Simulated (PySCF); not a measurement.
**Two-component Hartree-Fock for Sm⁴⁷⁺ (samarium, charge +47)**

Start: [Ne] 3s2 3p3; 3p1/2 filled at m_j = -1/2, +1/2; 3p3/2 filled at m_j = +3/2. Calculated with PySCF 2.14 in an uncontracted even-tempered set (18 s from 12 bohr⁻², ratio 2.4; 14 p from 15 bohr⁻², ratio 2.4; 4 d from 54 bohr⁻², ratio 2.6; 4 f from 80 bohr⁻², ratio 2.6): generalised Hartree-Fock with the X2C-1e Hamiltonian and a Gaussian nucleus; one run each with spin-orbit coupling (SO) switched off, then screened by Boettger's factors.

```tsv
spinor shell	electrons	ε, spin-free (eV)	ε, screened SO (eV)	weight of nominal j (screened SO)	rms radius, screened SO (bohr)
1s1/2	2	-50248.3	-50234.8	1.000	0.0259
2s1/2	2	-10837.9	-10831.9	1.000	0.103
2p1/2	2	-10009.6	-10446.4	1.000	0.0883
3s1/2	2	-4266.7	-4264.3	1.000	0.249
3p1/2	2	-4035.3	-4127.7	0.999	0.237
3p3/2	1	-4035.3	-3975.1	1.000	0.246
```

Question: Where does 2p3/2 lie, and what is the 2p spin-orbit splitting (screened SO)?

Answer: At -9814.9 eV, 631.52 eV above 2p1/2.

```csv
quantity,spin-free,screened SO
E (hartree),-8294.60800,-8304.91307
M_J,3/2,3/2
⟨J²⟩,3.750,3.750
⟨L²⟩,0.000,2.472
⟨S²⟩,3.750,1.538
```

Each row is a mean over spinors that exchange with the open shell spreads, by up to 25.802 eV (3s1/2).

Breit and QED terms are absent; they matter most for the inner s and p1/2 levels.

Densities and radii are taken from the X2C orbitals without a picture-change correction, which distorts them close to the nucleus.

Without spin-orbit coupling the j labels of p, d and f shells carry no meaning; the spin-free column gives the mean over the occupied spinors of each nl shell.
